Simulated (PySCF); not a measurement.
**From HF to CCSD(T): MTe along the third period**

HF and CCSD(T) in PySCF with x2c-SVPall on every atom, spin-free X2C, for the lowest determinant that a PBE0 search found; no spin–orbit coupling.

| molecule | state (unpaired electrons) | HF Re (Å) | HF ωe (cm⁻¹) | HF De (eV) | CCSD(T) Re (Å) | CCSD(T) ωe (cm⁻¹) | CCSD(T) De (eV) |
| --- | --- | --- | --- | --- | --- | --- | --- |
| AlTe | doublet (σ ↑) | 2.363 | 389 | 1.71 | 2.380 | 407 | 2.81 |
| SiTe | singlet (closed shell) | 2.250 | 539 | 2.38 | ? | ? | ? |
| TeS | triplet (π ↑↑) | 2.214 | 533 | 1.10 | 2.275 | 450 | 2.80 |
| TeCl | doublet (π ↑) | 2.365 | 387 | 1.05 | 2.382 | 364 | 2.07 |

Problem. Estimate the CCSD(T) values of SiTe by adding the mean shift from HF to CCSD(T) of the other rows, and compare with the calculation.

Solution. The mean shifts are +3.2 pm, -29 cm⁻¹ and +1.27 eV, which give 2.282 Å, 510 cm⁻¹ and 3.65 eV. CCSD(T)/x2c-SVPall gives Re = 2.298 Å, ωe = 479 cm⁻¹, De = 4.28 eV.

Problem. What are the mean differences of HF from CCSD(T) over the whole series?

Solution. Re -3.6 pm, ωe +37 cm⁻¹, De -1.43 eV.

In a basis of this size CCSD(T) is itself not converged; it tends to give bonds that are too long and too weak.

Correlated steps freeze 23 core orbitals. Correlated levels converge slowly with the basis: in double zeta they bind strong bonds too weakly, by up to about 1 eV, and carry superposition errors of some tenths. These are scalar-relativistic numbers at best; spin–orbit coupling would shift them, the dissociation energy most. Where the molecule has an RHF reference, its open-shell atoms are computed with UHF. The CCSD T1 diagnostic is raised in SiTe, a sign that a single reference may not be enough there. States were picked by a PBE0 search and need not be the measured ground states.
